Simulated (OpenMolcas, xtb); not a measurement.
# SnH3OF (SMILES [OH][SnH2][F]): the dipole moment, rung by rung

SnH3OF has 6 atoms, charge 0, and is taken as a singlet. SMILES: `[OH][SnH2][F]`. Geometry: relaxed at PBE0-D4/def2-TZVP. This is one conformer, not always the lowest.

```csv
atom,x (Å),y (Å),z (Å)
O,-1.4144,-0.3330,-0.4250
Sn,0.3023,0.2559,0.2837
F,1.4091,-1.3151,0.3021
H,-1.3686,-0.6857,-1.3167
H,1.0961,1.3171,-0.7821
H,0.0175,0.6967,1.8919
```

Quantity: the dipole moment, in D. The values are calculated.

```tsv
level	kind	program	value (D)	CPU time
GFN2-xTB	semi-empirical	xtb	2.87	under 2 s
HF/def2-SVPD (core potential)	Hartree–Fock	OpenMolcas	2.75	14 s
SVWN5/def2-SVPD (core potential)	LDA	OpenMolcas	2.44	35 s
revPBE/def2-SVPD (core potential)	GGA	OpenMolcas	2.34	43 s
TPSS/def2-SVPD (core potential)	meta-GGA	OpenMolcas	2.32	53 s
M06-2X/def2-SVPD (core potential)	hybrid meta-GGA	OpenMolcas	2.56	45 s
```

The values span 2.32 to 2.87 D. Magnitudes only. Times are those of the runs behind each value, whatever else they computed, on shared processors of several kinds: orders of magnitude only.
